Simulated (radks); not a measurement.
K, configuration [Ar] 4s1. Calculated with a radial shooting solver on a logarithmic mesh with Libxc functionals: non-relativistic Kohn-Sham, r2SCAN, spin-polarised, spherical densities, point nucleus; open shells are filled with parallel spins first; meta-GGA in the generalised Kohn-Sham scheme.

Unscreened Slater integrals over Kohn-Sham orbitals (hartree). They are taken over the spin-up orbitals.

| integral | value |
|---|---|
| F0(4s,4s) | 0.18119 |
| F0(4s,3p) | 0.23334 |
| G1(4s,3p) | 0.011414 |
| F0(4s,3s) | 0.23490 |
| G0(4s,3s) | 0.0071429 |
| F0(4s,2p) | 0.24484 |
| G1(4s,2p) | 0.0031422 |
| F0(3p,3p) | 0.63143 |
| F2(3p,3p) | 0.31565 |
| F0(3p,3s) | 0.66607 |
| G1(3p,3s) | 0.44091 |
| F0(3p,2p) | 0.86482 |
| F2(3p,2p) | 0.14996 |
| G0(3p,2p) | 0.058255 |
| G2(3p,2p) | 0.059115 |
| F0(3s,3s) | 0.70655 |
| F0(3s,2p) | 0.94143 |
| G1(3s,2p) | 0.070020 |
| F0(2p,2p) | 2.6098 |
| F2(2p,2p) | 1.2190 |
